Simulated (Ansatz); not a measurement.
C3H10OSi can be A, `CC([SiH3])CO`, or B, `C[SiH](C)CO`.

Isolated molecules relaxed with PBE0-D4/def2-TZVP in Ansatz; ΔE leaves out vibrations. CCSD(T)/CBS adds triple-zeta CCSD(T) − MP2 to the extrapolated MP2 energy (def2 sets, frozen cores). Functionals use def2-TZVPP. B3LYP here is the variant with VWN-RPA as its local correlation; programs differ in this. One conformer a species, not always the lowest.

A:

Z-matrix (Å, degrees):
```
C
C 1 1.527
H 1 1.091 2 110.6
H 1 1.092 2 111.6 3 -120.4
H 1 1.095 2 111.0 3 119.5
Si 2 1.884 1 111.1 3 179.1
C 2 1.515 1 112.0 3 -56.1
H 2 1.098 1 109.0 3 62.4
H 6 1.489 2 111.2 1 -177.4
H 6 1.487 2 109.7 1 -57.0
H 6 1.490 2 110.3 1 62.4
O 7 1.416 2 108.7 1 61.7
H 7 1.099 2 110.1 1 -177.3
H 7 1.101 2 109.5 1 -59.1
H 12 0.960 7 108.6 2 -176.0
```

B:

```xyz
15

C     0.962   -1.103   -0.939
Si   -0.385   -0.369    0.140
C     0.122   -0.372    1.943
C    -0.725    1.408   -0.424
O    -1.003    1.519   -1.817
H     1.185   -2.128   -0.633
H     1.888   -0.526   -0.867
H     0.662   -1.141   -1.990
H    -1.628   -1.174   -0.034
H    -0.657    0.063    2.573
H     1.039    0.204    2.095
H     0.305   -1.391    2.295
H    -1.609    1.792    0.093
H     0.107    2.068   -0.132
H    -0.262    1.151   -2.303
```

Problem. Which is lower in electronic energy at CCSD(T)/CBS, and by how much? (An estimate is asked.)

Solution. Ansatz gave: B, by 15.3 kcal/mol.

Problem. Give E(B) − E(A) in kcal/mol with MP2/def2-TZVPP, CCSD(T)/def2-TZVPP, PBE-D4, B2PLYP, ωB97M-V, CCSD/def2-TZVPP, B3LYP-D4. (Best estimate.)

Solution. The calculation gave: MP2/def2-TZVPP -14.9, CCSD(T)/def2-TZVPP -14.5, PBE-D4 -16.5, B2PLYP -15.9, ωB97M-V -16.2, CCSD/def2-TZVPP -14.5, B3LYP-D4 -16.2. None reverses the order clearly.

Largest T1 diagnostic: 0.010.
